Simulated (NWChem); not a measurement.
System: HSeBr; SMILES [SeH]Br

```xyz
3

Se     0.0312    -1.1611     0.0000
H     -1.4383    -1.2857     0.0000
Br     0.0107     1.1647     0.0000
```
Atoms are numbered in this order, from 1.

All runs use the structure optimised with PBE0/def2-SVP.

Symmetry labels are those of Cs in the frame above (b1 and b2, or b-type labels, depend on it).

Problem. List the 4 lowest vertical singlet excitations from CAM-B3LYP/def2-SVPD, TDA (NWChem).

Solution. 
```json
[
 {"state": "S1", "energy (eV)": "2.71", "oscillator strength": "0.001", "symmetry": "a\"", "leading excitation (squared amplitude)": "HOMO → LUMO (0.98)"},
 {"state": "S2", "energy (eV)": "4.40", "oscillator strength": "0.006", "symmetry": "a'", "leading excitation (squared amplitude)": "HOMO−1 → LUMO (0.98)"},
 {"state": "S3", "energy (eV)": "5.09", "oscillator strength": "0.004", "symmetry": "a\"", "leading excitation (squared amplitude)": "HOMO → LUMO+1 (0.57)"},
 {"state": "S4", "energy (eV)": "5.31", "oscillator strength": "0.002", "symmetry": "a\"", "leading excitation (squared amplitude)": "HOMO−2 → LUMO (0.61)"}
]
```
